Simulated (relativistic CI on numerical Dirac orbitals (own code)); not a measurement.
Line list: Forbidden lines, Kr¹²⁺

Calculated at this level of theory: Dirac-Coulomb-Breit CI, orbitals from a KLI potential per configuration, model QED, unscaled Slater integrals (own radial code, finite nucleus).

CI space (outside the closed core [Ne]): 3s2 3p6 3d6, 3s2 3p5 3d7, 3s2 3p4 3d8, 3s 3p6 3d7, 3s2 3p6 3d5 4s, 3p6 3d8, 3s2 3p6 3d5 4p, 3s2 3p6 3d5 4d, 3s 3p5 3d8, 3s2 3p6 3d4 4s2, 3s2 3p6 3d4 4s 4p, 3s2 3p6 3d5 4f, 3s2 3p6 3d5 5s, 3s2 3p6 3d4 4p2, 3s2 3p6 3d5 5p, 3s2 3p6 3d5 5d. Levels of other configurations are missing.

```csv
λ vac (Å),Lower,Upper,Type,A (s⁻¹),E lower (cm⁻¹),E upper (cm⁻¹)
1148.7,3s2 3p6 3d6 5D_4 [1],3s2 3p6 3d6 3D_3 [20],M1,7.30e+01,0.0,87056.3
1230.0,3s2 3p6 3d6 5D_3 [2],3s2 3p6 3d6 3D_3 [20],M1,2.85e+01,5755.7,87056.3
1319.1,3s2 3p6 3d6 5D_2 [3],3s2 3p6 3d6 3D_2 [18],M1,3.72e+01,8632.8,84439.6
1320.8,3s2 3p6 3d6 5D_1 [4],3s2 3p6 3d6 3D_1 [19],M1,5.57e+01,10727.0,86440.7
1583.6,3s2 3p6 3d6 5D_4 [1],3s2 3p6 3d6 3H_4 [12],M1,5.69e+01,0.0,63145.4
1640.2,3s2 3p6 3d6 5D_4 [1],3s2 3p6 3d6 3F_3 [10],M1,1.95e+01,0.0,60967.9
1778.5,3s2 3p6 3d6 5D_2 [3],3s2 3p6 3d6 3P_1 [13],M1,1.47e+02,8632.8,64861.3
1803.6,3s2 3p6 3d6 5D_1 [4],3s2 3p6 3d6 3P_0 [14],M1,2.33e+02,10727.0,66172.9
1811.2,3s2 3p6 3d6 5D_3 [2],3s2 3p6 3d6 3F_3 [10],M1,7.03e+01,5755.7,60967.9
1847.2,3s2 3p6 3d6 5D_2 [3],3s2 3p6 3d6 3F_2 [11],M1,3.21e+01,8632.8,62768.6
1855.9,3s2 3p6 3d6 5D_4 [1],3s2 3p6 3d6 3F_4 [7],M1,9.66e+01,0.0,53881.2
1880.1,3s2 3p6 3d6 5D_0 [5],3s2 3p6 3d6 3P_1 [13],M1,4.71e+01,11671.5,64861.3
1910.8,3s2 3p6 3d6 5D_2 [3],3s2 3p6 3d6 3F_3 [10],M1,2.01e+01,8632.8,60967.9
2077.9,3s2 3p6 3d6 5D_3 [2],3s2 3p6 3d6 3F_4 [7],M1,1.28e+01,5755.7,53881.2
2307.8,3s2 3p6 3d6 5D_3 [2],3s2 3p6 3d6 3P_2 [6],M1,1.63e+02,5755.7,49087.7
2606.8,3s2 3p6 3d6 5D_1 [4],3s2 3p6 3d6 3P_2 [6],M1,2.57e+01,10727.0,49087.7
2633.8,3s2 3p6 3d6 3P_2 [6],3s2 3p6 3d6 3D_3 [20],M1,2.39e+01,49087.7,87056.3
2828.7,3s2 3p6 3d6 3P_2 [6],3s2 3p6 3d6 3D_2 [18],M1,2.55e+01,49087.7,84439.6
6339.7,3s2 3p6 3d6 3P_2 [6],3s2 3p6 3d6 3P_1 [13],M1,9.46e+01,49087.7,64861.3
6704.3,3s2 3p6 3d6 3H_6 [8],3s2 3p6 3d6 3G_5 [15],M1,1.97e+01,56830.7,71746.5
```

Terms are leading LS components. Brackets give the number of a level in order of energy, since labels repeat. The list gives strong lines, with weight on those to low levels, among the lowest 200 of 2886 levels, so that lines to higher ones, which can be the strongest, are missing. Levels whose partners in the same complex of configurations lie outside the list can be far off, and so can their lines. Rates are taken at the computed energies, electric ones in the length gauge.

At this charge energies of transitions that change n are usually good to better than 1 %, and those within a shell (Δn = 0) to a few per cent. Terms inside the open d or f shell come out 10 to 20 % too wide with unscaled integrals.

LS names give the leading component of a level, which can be under half, so a name can repeat, a term be missing and a line seem to break the LS rules.
